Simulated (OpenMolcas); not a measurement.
Computed transition rates of Xe III

| Quantity | Value |
| --- | --- |
| Program | OpenMolcas 26.06 |
| Method | MS-RASPT2, IPEA 0.25 Eh, imaginary shift 0.1 Eh (closed shells correlated: 4d 5s) |
| Basis | ANO-RCC [10s9p8d5f3g] |
| Scalar Hamiltonian | DKH2, point nucleus |
| Active space | 4 electrons in 9 orbitals (RAS2 5p; RAS3 5d 6s, at most 1 electron) |
| State averaging | 2S+1 = 3 even, 3 roots; 2S+1 = 1 even, 6 roots; 2S+1 = 5 odd, 6 roots; 2S+1 = 3 odd, 54 roots; 2S+1 = 1 odd, 48 roots |
| Spin-orbit coupling | RASSI with atomic mean-field integrals over the reference wave functions, term energies averaged over their components |

Rates come from the transition moments of the reference wave functions (E1 and E2 in the length form). At fixed line strength A goes as λ^-3 for E1 and M1 and as λ^-5 for E2, so a rate at the computed wavelength can be rescaled to the measured one. Measured vacuum wavelengths follow from level energies in Saloman, J. Phys. Chem. Ref. Data 33, 765 (2004). Branching counts decays inside the model space alone, at computed energies, and the table is only a selection of the E1 lines, drawn from those between levels with measured partners whose computed energy lies within a factor of 1.5 of the measured one.

```json
{"Upper": "5s² 5p³ 5d ⁵D°₀", "Lower": "5s² 5p⁴ ³P₁", "Type": "E1", "λ computed (nm)": "105.6", "λ measured (nm)": "97.18", "A computed (s-1)": "4.65e+08", "A rescaled (s-1)": "", "Branching %": "100.0"}
{"Upper": "5s² 5p³ 5d ⁵D°₃", "Lower": "5s² 5p⁴ ³P₂", "Type": "E1", "λ computed (nm)": "95.79", "λ measured (nm)": "89.6", "A computed (s-1)": "3.25e+07", "A rescaled (s-1)": "", "Branching %": "100.0"}
{"Upper": "5s² 5p³ 6s ⁵S°₂", "Lower": "5s² 5p⁴ ³P₁", "Type": "E1", "λ computed (nm)": "94.24", "λ measured (nm)": "89.54", "A computed (s-1)": "3.25e+07", "A rescaled (s-1)": "", "Branching %": "62.1"}
{"Upper": "5s² 5p³ 5d ³F°₂(1) [71 %]", "Lower": "5s² 5p⁴ ³P₁", "Type": "E1", "λ computed (nm)": "91.45", "λ measured (nm)": "87.03", "A computed (s-1)": "1.73e+08", "A rescaled (s-1)": "2.01e+08", "Branching %": "98.4"}
{"Upper": "5s² 5p³ 6s ³S°₁", "Lower": "5s² 5p⁴ ³P₀", "Type": "E1", "λ computed (nm)": "91.04", "λ measured (nm)": "85.12", "A computed (s-1)": "4.84e+08", "A rescaled (s-1)": "5.92e+08", "Branching %": "26.4"}
{"Upper": "5s² 5p³ 6s ³D°₂ [56 %]", "Lower": "5s² 5p⁴ ¹D₂", "Type": "E1", "λ computed (nm)": "88.16", "λ measured (nm)": "85.06", "A computed (s-1)": "3.64e+07", "A rescaled (s-1)": "", "Branching %": "83.3"}
{"Upper": "5s² 5p³ 6s ¹P°₁ [59 %]", "Lower": "5s² 5p⁴ ¹S₀", "Type": "E1", "λ computed (nm)": "87.97", "λ measured (nm)": "81.11", "A computed (s-1)": "9.74e+08", "A rescaled (s-1)": "1.24e+09", "Branching %": "28.3"}
{"Upper": "5s² 5p³ 6s ³S°₁", "Lower": "5s² 5p⁴ ³P₂", "Type": "E1", "λ computed (nm)": "84.55", "λ measured (nm)": "79.61", "A computed (s-1)": "9.87e+08", "A rescaled (s-1)": "1.18e+09", "Branching %": "53.8"}
{"Upper": "5s² 5p³ 5d ³F°₃(1)", "Lower": "5s² 5p⁴ ³P₂", "Type": "E1", "λ computed (nm)": "83.64", "λ measured (nm)": "79.29", "A computed (s-1)": "3.06e+08", "A rescaled (s-1)": "3.59e+08", "Branching %": "96.8"}
{"Upper": "5s² 5p³ 6s ¹D°₂", "Lower": "5s² 5p⁴ ¹D₂", "Type": "E1", "λ computed (nm)": "83.53", "λ measured (nm)": "79.4", "A computed (s-1)": "2.52e+09", "A rescaled (s-1)": "2.93e+09", "Branching %": "85.7"}
{"Upper": "5s² 5p³ 5d ³G°₃", "Lower": "5s² 5p⁴ ³P₂", "Type": "E1", "λ computed (nm)": "81.59", "λ measured (nm)": "77.91", "A computed (s-1)": "3.84e+08", "A rescaled (s-1)": "4.41e+08", "Branching %": "86.8"}
{"Upper": "5s² 5p³ 5d ³F°₂(2) [62 %]", "Lower": "5s² 5p⁴ ¹D₂", "Type": "E1", "λ computed (nm)": "81.38", "λ measured (nm)": "78", "A computed (s-1)": "5.80e+08", "A rescaled (s-1)": "", "Branching %": "53.0"}
{"Upper": "5s² 5p³ 5d ³F°₃(2)", "Lower": "5s² 5p⁴ ¹D₂", "Type": "E1", "λ computed (nm)": "81.1", "λ measured (nm)": "77.98", "A computed (s-1)": "8.21e+08", "A rescaled (s-1)": "", "Branching %": "49.0"}
{"Upper": "5s² 5p³ 6s ³D°₁", "Lower": "5s² 5p⁴ ³P₂", "Type": "E1", "λ computed (nm)": "78.31", "λ measured (nm)": "72.39", "A computed (s-1)": "2.46e+08", "A rescaled (s-1)": "3.11e+08", "Branching %": "89.1"}
{"Upper": "5s² 5p³ 5d ³F°₂(2) [62 %]", "Lower": "5s² 5p⁴ ³P₁", "Type": "E1", "λ computed (nm)": "76.53", "λ measured (nm)": "73.8", "A computed (s-1)": "5.00e+08", "A rescaled (s-1)": "5.58e+08", "Branching %": "45.7"}
{"Upper": "5s² 5p³ 6s ³D°₃", "Lower": "5s² 5p⁴ ³P₂", "Type": "E1", "λ computed (nm)": "75.87", "λ measured (nm)": "72.12", "A computed (s-1)": "1.21e+07", "A rescaled (s-1)": "1.41e+07", "Branching %": "83.1"}
{"Upper": "5s² 5p³ 5d ³S°₁ [59 %]", "Lower": "5s² 5p⁴ ³P₁", "Type": "E1", "λ computed (nm)": "75.08", "λ measured (nm)": "72.46", "A computed (s-1)": "3.14e+09", "A rescaled (s-1)": "3.49e+09", "Branching %": "30.2"}
{"Upper": "5s² 5p³ 6s ³P°₀", "Lower": "5s² 5p⁴ ³P₁", "Type": "E1", "λ computed (nm)": "74.24", "λ measured (nm)": "71.07", "A computed (s-1)": "6.38e+08", "A rescaled (s-1)": "7.27e+08", "Branching %": "100.0"}
{"Upper": "5s² 5p³ 6s ¹P°₁ [59 %]", "Lower": "5s² 5p⁴ ¹D₂", "Type": "E1", "λ computed (nm)": "74", "λ measured (nm)": "70.28", "A computed (s-1)": "1.20e+09", "A rescaled (s-1)": "1.40e+09", "Branching %": "35.1"}
{"Upper": "5s² 5p³ 6s ³P°₁ [63 %]", "Lower": "5s² 5p⁴ ³P₁", "Type": "E1", "λ computed (nm)": "73.65", "λ measured (nm)": "70.58", "A computed (s-1)": "8.62e+08", "A rescaled (s-1)": "9.79e+08", "Branching %": "24.8"}
{"Upper": "5s² 5p³ 6s ³P°₁ [63 %]", "Lower": "5s² 5p⁴ ³P₀", "Type": "E1", "λ computed (nm)": "73.43", "λ measured (nm)": "69.76", "A computed (s-1)": "1.76e+09", "A rescaled (s-1)": "2.05e+09", "Branching %": "50.6"}
{"Upper": "5s² 5p³ 5d ³F°₃(2)", "Lower": "5s² 5p⁴ ³P₂", "Type": "E1", "λ computed (nm)": "71.45", "λ measured (nm)": "68.8", "A computed (s-1)": "8.55e+08", "A rescaled (s-1)": "9.58e+08", "Branching %": "51.0"}
{"Upper": "5s² 5p³ 6s ³P°₂ [68 %]", "Lower": "5s² 5p⁴ ³P₁", "Type": "E1", "λ computed (nm)": "70.71", "λ measured (nm)": "67.05", "A computed (s-1)": "6.29e+08", "A rescaled (s-1)": "7.38e+08", "Branching %": "84.0"}
{"Upper": "5s² 5p³ 5d ³S°₁ [59 %]", "Lower": "5s² 5p⁴ ³P₂", "Type": "E1", "λ computed (nm)": "70.4", "λ measured (nm)": "67.66", "A computed (s-1)": "5.62e+09", "A rescaled (s-1)": "6.33e+09", "Branching %": "54.0"}
{"Upper": "5s² 5p³ 6s ¹P°₁ [59 %]", "Lower": "5s² 5p⁴ ³P₁", "Type": "E1", "λ computed (nm)": "69.96", "λ measured (nm)": "66.85", "A computed (s-1)": "1.17e+09", "A rescaled (s-1)": "", "Branching %": "34.1"}
```

Spin-changing lines and M1 lines between different terms are not rescaled, since their strength hangs on the term gaps too.

The largest correction is for 5s² 5p³ 6s ¹P°₁ [59 %] → 5s² 5p⁴ ¹S₀ (E1): 9.74e+08 × (87.97 / 81.11)^3 = 1.24e+09 s-1, a factor of 1.28.

The computed order of these levels differs from the measured one in 2 places, and where term gaps are wrong the rates of spin-changing lines can be off by large factors.

No measured rate stands beside these. Rescaling mends the energy factor alone: line strengths can still be far off where a level mixes with configurations outside the active space, and weak or spin-changing lines hang on small mixing coefficients that depend on the term gaps too, so rescaling need not improve them.

CASPT2 does not keep the components of a term degenerate, so their means are used; among the terms shown or strongly mixed into the levels shown the widest spread is 440 cm-1 (5s² 5p³ 5d ³F°(2)). Over all roots computed the reference weight is 0.77 to 0.92; the roots of lowest weight are the least certain, and an intruder state may touch them. Some levels mix across a computed gap that differs much from the measured one, so their mixing is not that of the real levels. ANO sets are built for valence states and can reach diffuse excited orbitals poorly, and with the s shell closed the s pⁿ⁺¹ terms that mix with these levels are absent. With the s shell closed, the reference lacks s² → p² mixing. The CASPT2 spread within a term exceeds the gap to the next term for 5s² 5p³ 6s ³S° and 5s² 5p³ 5d ³F°(1), so the order of their levels is uncertain. Computed and measured levels are paired by configuration, term and J; levels that our copy of the source lacks, or whose pairing is in doubt (as where it misses far off the trend of its configuration), stay unpaired. Levels of configurations outside the active space are missing.

A share in square brackets marks a mixed level and gives the weight of the term that names it. A number in round brackets counts repeated terms of one configuration in the order of the reference energies. ° marks odd parity.
